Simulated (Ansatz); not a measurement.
Total energies of CH6B2FGa, SMILES `C[B]([GaH2])BF`.

```json
{"atom": "C1", "x (Å)": "0.265", "y (Å)": "-1.555", "z (Å)": "0.158"}
{"atom": "B2", "x (Å)": "0.000", "y (Å)": "-0.042", "z (Å)": "-0.149"}
{"atom": "Ga3", "x (Å)": "-0.561", "y (Å)": "1.250", "z (Å)": "1.398"}
{"atom": "B4", "x (Å)": "0.142", "y (Å)": "0.653", "z (Å)": "-1.655"}
{"atom": "F5", "x (Å)": "1.268", "y (Å)": "1.213", "z (Å)": "-2.100"}
{"atom": "H6", "x (Å)": "0.082", "y (Å)": "-2.230", "z (Å)": "-0.682"}
{"atom": "H7", "x (Å)": "1.358", "y (Å)": "-1.576", "z (Å)": "0.319"}
{"atom": "H8", "x (Å)": "-0.184", "y (Å)": "-1.970", "z (Å)": "1.061"}
{"atom": "H9", "x (Å)": "0.512", "y (Å)": "1.926", "z (Å)": "2.334"}
{"atom": "H10", "x (Å)": "-2.069", "y (Å)": "1.587", "z (Å)": "1.710"}
{"atom": "H11", "x (Å)": "-0.813", "y (Å)": "0.745", "z (Å)": "-2.393"}
```

Charge 0, multiplicity 1. Correlated methods include outer-core shells of Ga, which these sets cover unevenly. Scalar relativity is left out up to krypton. The geometry is a stationary point of PBE0-D4/def2-TZVP. It is one conformer, not always the lowest. Basis def2-TZVPP, Ansatz.

RPA on PBE orbitals: Hartree–Fock energy of these orbitals -2113.42289 Eh, correlation -1.40526 Eh (frozen core).

| functional | energy without D4 (Eh) | D4 term (kJ/mol) |
| --- | --- | --- |
| LDA (SPW92) | -2111.54396 | – |
| revPBE | -2115.98310 | -57.8 |
| BLYP | -2116.19341 | -44.1 |
| r2SCAN | -2116.07123 | -5.1 |
| PBE0 | -2115.71087 | -17.5 |
| B3LYP | -2116.25501 | -33.0 |
| r2SCAN0 | -2116.02665 | -6.0 |
| BHLYP | -2116.07487 | -26.8 |
| LC-ωPBE | -2115.81226 | – |
| ωB97M-V | -2115.99730 | – |

(1) Give the same for PBE, B97M-V, r2SCANh, HSE06 (plane-wave form), CAM-B3LYP, ωB97X-V, B2PLYP, PBE-QIDH. (An estimate is asked.)

B3LYP takes the VWN-RPA correlation (the form of Gaussian; ORCA's B3LYP/G). HSE06 is the plane-wave form, built on full-range PBE exchange. The double hybrids freeze the cores in their second-order part.

Answers

(1) Ansatz gave: 
| functional | energy without D4 (Eh) | D4 term (kJ/mol) |
| --- | --- | --- |
| PBE | -2115.64810 | -20.4 |
| B97M-V | -2115.81109 | – |
| r2SCANh | -2116.05270 | -5.4 |
| HSE06 (plane-wave form) | -2115.69957 | -16.4 |
| CAM-B3LYP | -2116.22212 | -17.9 |
| ωB97X-V | -2115.95311 | – |
| B2PLYP | -2115.67258 | – |
| PBE-QIDH | -2115.34559 | – |

LC-ωPBE has ω = 0.4 bohr⁻¹.
